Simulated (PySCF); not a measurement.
## Continuum solvent and chemical shifts

Molfile (atoms numbered from 1):
```
F3PSi
     RDKit          3D

  5  4  0  0  0  0  0  0  0  0999 V2000
    2.0645   -0.6111    0.6861 F   0  0  0  0  0  0  0  0  0  0  0  0
    1.4247   -0.1920   -0.7705 P   0  0  0  0  0  0  0  0  0  0  0  0
   -0.5438    0.1445   -0.1302 Si  0  0  0  0  0  4  0  0  0  0  0  0
   -1.6999    0.6025   -1.1457 F   0  0  0  0  0  0  0  0  0  0  0  0
   -1.2119    0.0221    1.3223 F   0  0  0  0  0  0  0  0  0  0  0  0
  1  2  1  0
  2  3  2  3
  3  4  1  0
  3  5  1  0
M  END
```

GIAO PBE0/pcSseg-1 in PySCF 2.14 on one PBE0-D3(BJ)/def2-SVP conformer, non-relativistic, equivalent nuclei averaged. Solvents enter as an IEF-PCM continuum (benzene with ε = 2.3, water with ε = 78.4) around the gas-phase geometry. Shifts are referred to CFCl3, TMS computed in the same medium.

Gas phase, δ in ppm: F5 -84.7, F4 -132.4, F1 -453.7, Si3 129.2. Dipole moment 1.16 D.

Question: How does each δ change in the continuum?

Answer: 
```csv
atoms,environment,"Δδ, benzene","Δδ, water"
F5,fluorine bonded to Si,+0.1,+0.3
F4,fluorine bonded to Si,+1.4,+3.6
F1,fluorine bonded to P,+0.1,+1.0
Si3,"silicon bonded to 2 F, P",-1.4,-3.7
```

Changes are relative to the gas phase. The dipole moment becomes 1.34 D in benzene, 1.60 D in water.

Question: Which nuclei move most (in ppm), and what does the model miss?

Answer: F4 (fluorine bonded to Si, +3.6 ppm) and Si3 (silicon bonded to 2 F, P, -3.7 ppm) in water. A continuum only polarises the solute; specific hydrogen bonds, the anisotropy of aromatic solvents and changes of geometry or conformer are outside it.
